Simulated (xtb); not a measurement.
C4H5N, charge +1, doublet, at a GFN2-xTB geometry (a state made from the parent by changing its charge; the spin is typed, not shown lowest). Base run: GFN0-xTB run with xtb 6.7.1.

Here is a job for xtb.
```
$ xtb mol.xyz --gfn 0 --chrg 1 --uhf 1 --json

# file mol.xyz
10

C     -0.06357162    -1.13644082     0.44125941
C     -1.15680579    -0.37198786     0.11693738
C     -0.66289635     0.87577033    -0.35727821
N      0.68645322     0.84847991    -0.31398155
C      1.08891418    -0.34919756     0.16241899
H     -0.05172893    -2.13645287     0.83118679
H     -2.19353832    -0.63877508     0.19579139
H     -1.22005152     1.73058867    -0.70383313
H      1.29945642     1.60617307    -0.59436729
H      2.12684727    -0.60975777     0.28906760
```

Each row names what was changed in the base input (with any setting that the change needs).

| change | ΔE vs base (mEh) |
|---|---|
| base | 0.000 |
| etemp = 3000 | -3.576 |
| acc = 30 | 0.000 |
